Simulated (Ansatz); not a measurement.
Si4SnN2H12⁺, that is Sn(N(SiH3)2)2 with one electron fewer, relaxed as a doublet with UKS r2SCAN-D4/def2-SVP in Ansatz, starting from the r2SCAN-D4/def2-SVP geometry of the neutral singlet. Force threshold 0.02 eV/Å.

In the def2 sets Sn takes a core potential; there is no spin–orbit coupling.

Start:

Cartesian coordinates in Å:
```
Sn -0.058 1.884 0.206
N 1.095 0.627 -0.990
Si 2.300 1.326 -2.057
Si 0.870 -1.121 -0.948
H 3.683 0.862 -1.729
H 2.245 2.813 -1.882
H 2.035 1.007 -3.494
H 1.835 -1.706 -1.934
H -0.506 -1.529 -1.359
H 1.177 -1.706 0.390
N -1.116 0.256 1.091
Si -0.514 -0.380 2.596
Si -2.678 -0.104 0.412
H -1.340 0.030 3.778
H 0.866 0.180 2.794
H -0.433 -1.874 2.601
H -2.852 -1.555 0.090
H -2.790 0.687 -0.862
H -3.818 0.303 1.297
```

(1) Estimate the energy that the relaxation releases and the steps that it takes.

(2) Does the start keep its bonding and symmetry?

(3) Predict the relaxed structure.

## Answers

(1) 27.3 kJ/mol, in 10 steps; 67 s on 4 threads of Intel Xeon on a shared host. No frequencies were taken in this run, so the end may be a saddle point.

(2) By distances, no bond broke or formed. The bond that changes most is Sn1–N11, from 2.13 to 2.24 Å (atoms count from 1).

(3) 
Cartesian coordinates in Å:
```
Sn 0.034 1.908 0.160
N 1.126 0.641 -1.001
Si 2.340 1.394 -2.080
Si 0.887 -1.123 -1.025
H 3.693 0.877 -1.741
H 2.249 2.860 -1.804
H 2.004 1.106 -3.501
H 1.882 -1.714 -1.958
H -0.504 -1.441 -1.464
H 1.077 -1.666 0.355
N -1.103 0.218 1.091
Si -0.511 -0.415 2.672
Si -2.717 -0.186 0.397
H -1.320 0.286 3.713
H 0.927 -0.044 2.770
H -0.753 -1.881 2.685
H -2.811 -1.670 0.368
H -2.769 0.437 -0.953
H -3.731 0.412 1.314
```
Bond lengths: 4 × N–Si 1.78 to 1.80 Å; 2 × N–Sn 2.04 to 2.24 Å; 12 × H–Si 1.49 Å.
